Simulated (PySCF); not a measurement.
C3H3BF2O. Atoms are numbered in the order given.

```xyz
10

F      1.1665    -1.8516     0.0000
B     -0.0004    -1.2162     0.0000
F     -1.1133    -1.9483     0.0000
C     -0.0945     0.3329     0.0000
C     -1.0693     1.2912     0.0000
C      0.0452     2.3004     0.0000
O      1.0088     1.1953     0.0000
H     -2.1637     1.3149     0.0000
H      0.1641     2.9279     0.9093
H      0.1641     2.9279    -0.9093
```
Charge 0, spin multiplicity 1.

Coordinates come from a PBE-D3(BJ)/def2-SVP optimisation. This is a generated structure with no PubChem entry under its InChIKey; it may be hypothetical. Other conformers were not sampled.

Method: PySCF with PBE/def2-TZVP.

The molecule is in vacuum.

Computed frontier levels, gap, dipole moment and polarisability:
The highest occupied level is -5.92 eV. The lowest empty level comes out as -2.50 eV, the orbital gap comes out as 3.42 eV and the dipole moment is 2.74 D. The quadrupole, principal values (traceless, Buckingham form, about the centre of nuclear charge) is -5.31, 0.64, 4.66 D·Å and the mean static polarisability comes out as 52.7 bohr³ (7.81 Å³). The polarisability, principal values comes out as 36.5, 51.3, 70.4 bohr³.
